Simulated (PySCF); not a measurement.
Worked example: entropy of an ideal gas

NaF, SMILES [Na][F].

Coordinates come from a PBE-D3(BJ)/def2-TZVPD optimisation.

PBE-D3(BJ)/def2-TZVPD run with PySCF gives the harmonic wavenumbers 510 cm⁻¹ and the rotational temperature 0.6132 K. The molar mass is 41.99 g/mol, the symmetry number 1, the spin multiplicity 1.

Work out the entropy at 298.15 K and 1 atm in the rigid-rotor, harmonic-oscillator model.


Translation (Sackur–Tetrode at 1 atm): S = R[1.5 ln M + 2.5 ln T − 1.16487] = 155.4 J/(mol K).
Rotation: q = T/(σ θ) = 486, S = R[ln q + 1] = 59.8 J/(mol K).
Vibration: with u = 1.4388 ν/T, each mode gives R[u/(e^u − 1) − ln(1 − e^−u)]:
```json
[
 {"ν (cm⁻¹)": "510", "modes": "1", "u": "2.46", "S (J/(mol K))": "2.65"}
]
```
These are all the modes. Sum 2.7 J/(mol K).
Spin: R ln 1 = 0.0 J/(mol K).
Total 217.8 J/(mol K); the program's own thermochemistry gives 217.8. Translation makes up 71 % and vibration 1 %. Anharmonicity, hindered rotation and orbital degeneracy are left out.
